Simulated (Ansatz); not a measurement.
Ag2Br⁺. Charge 1, multiplicity 3. Geometry PBE0-D4/def2-TZVP; atoms count from 1.

```xyz
3

Ag   -2.5111    0.2166   -0.9515
Ag    2.5112   -0.2165    0.9513
Br   -0.0001   -0.0001    0.0002
```

In the def2 sets Ag takes a core potential; there is no spin–orbit coupling. At PBE0-D4/def2-TZVP a singlet of charge 1 lies 3.47 eV below the triplet, each at its own geometry. The structure comes from a short search, and lower isomers may exist.

**Question.** Estimate the Mulliken populations from the PBE0/def2-TZVP orbitals of Ansatz.

**Answer.** 
| atom | charge (e) | spin (α − β) | d electrons |
| --- | --- | --- | --- |
| Ag1 | 0.39 | 0.56 | 9.92 |
| Ag2 | 0.39 | 0.56 | 9.92 |
| Br3 | 0.22 | 0.88 | – |
Mulliken values and Mayer orders depend strongly on the basis.

**Question.** Where does the spin sit?

**Answer.** Summed by element: Ag 1.12, Br 0.88, of 2 unpaired in all. Largest on single atoms: Br3 0.88, Ag1 0.56, Ag2 0.56.

**Question.** And the Mayer bond orders between bonded heavy atoms (over 0.3)?

**Answer.** Ag1–Br3 0.49 (2.69 Å); Ag2–Br3 0.49 (2.69 Å). Values over 0.3 also appear between atoms too far apart for a bond (Ag1–Ag2 0.40 at 5.39 Å); they arise where an orbital or an unpaired electron spreads over both atoms.
